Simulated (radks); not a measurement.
Results of a calculation; reference values are marked as such.
Q: Species: neutral praseodymium. Configuration: [Xe] 4f3 6s2 (the NIST ground configuration). Code: a radial shooting solver on a logarithmic mesh with Libxc functionals. Model: scalar-relativistic Kohn-Sham, LDA (Slater exchange, Perdew-Wang correlation), spin-polarised, spherical densities, point nucleus; open shells are filled with parallel spins first (spin-orbit coupling, left out, can overturn this in heavy ions); hard spherical wall at 7 bohr. Some entries of the table are withheld. Estimate them.

| orbital | occ. | eigenvalue (eV) | <r^2> (bohr^2) | <1/r> (bohr^-1) |
|---|---|---|---|---|
| 1s down | 1 | -41773.25 | 0.0007907 | 64.64 |
| 1s up | 1 | -41773.25 | 0.0007907 | 64.64 |
| 2s up | 1 | -6719.682 | 0.01255 | 14.92 |
| 2s down | 1 | -6719.663 | 0.01255 | 14.92 |
| 2p up | 3 | -6015.253 | 0.01001 | 14.10 |
| 2p down | 3 | -6015.241 | 0.01001 | 14.10 |
| 3s up | 1 | -1447.992 | 0.08499 | 5.423 |
| 3s down | 1 | -1447.244 | 0.08493 | 5.425 |
| 3p up | 3 | -1224.867 | 0.08496 | 5.132 |
| 3p down | 3 | -1224.125 | 0.08490 | 5.134 |
| 3d up | 5 | -910.7687 | 0.07228 | 4.872 |
| 3d down | 5 | -910.1838 | 0.07220 | 4.874 |
| 4s up | 1 | -286.7358 | 0.4381 | 2.268 |
| 4s down | 1 | -284.7406 | 0.4378 | 2.269 |
| 4p up | 3 | -213.8002 | 0.4956 | 2.090 |
| 4p down | 3 | -211.7922 | 0.4953 | 2.090 |
| 4d up | 5 | -109.4813 | 0.6153 | 1.821 |
| 4d down | 5 | -107.4703 | 0.6157 | 1.821 |
| 5s up | 1 | -38.0972 | 2.545 | 0.8817 |
| 5s down | 1 | -36.7815 | 2.585 | 0.8742 |
| 5p up | 3 | -20.4454 | 3.560 | 0.7412 |
| 5p down | 3 | -19.4153 | 3.651 | 0.7312 |
| 6s up | 1 | -2.0405 | 15.56 | 0.3253 |
| 6s down | 1 | -1.8382 | 15.78 | 0.3225 |
| 5d up | 0 | -0.8983 | (1) | 0.4374 |
| 5d down | 0 | -0.4924 | (2) | 0.4240 |
| 4f up | 3 | -0.4855 | 1.949 | (3) |
| 4f down | 0 | 1.1915 | 2.311 | (4) |
| 6p up | 0 | 1.5151 | 18.51 | 0.2994 |
| 6p down | 0 | 1.6859 | 18.68 | 0.2987 |
| 7s up | 0 | 11.2083 | 20.44 | 0.3345 |
| 7s down | 0 | 11.4517 | 20.39 | 0.3354 |

A: 
(1) 5d up <r^2> (bohr^2): 9.772
(2) 5d down <r^2> (bohr^2): 10.25
(3) 4f up <1/r> (bohr^-1): 1.186
(4) 4f down <1/r> (bohr^-1): 1.147
